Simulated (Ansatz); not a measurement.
The molecule NaC, multiplicity 4 (lowest of 2S+1 = 2, 4 at CCSD(T)/def2-TZVPP on PBE0 minima; our sources give no spin for the ground state, which may be another).

D_e counts from the fitted minimum to each atom's lowest state at the same level, without counterpoise.

Codes used: Ansatz (Gaussian basis) for Hartree–Fock, density functionals and correlated methods. Each number belongs to the level named beside it.

### Question
One of these levels gives 42.91 kcal/mol for the bond energy D_e. Which?
A) PBE/def2-TZVPP
B) B3LYP/def2-TZVPP
C) SVWN5/def2-TZVPP

### Answer
B, B3LYP/def2-TZVPP. The others give 57.11 (SVWN5/def2-TZVPP), 49.33 (PBE/def2-TZVPP)

Ansatz is a program for electronic structure.
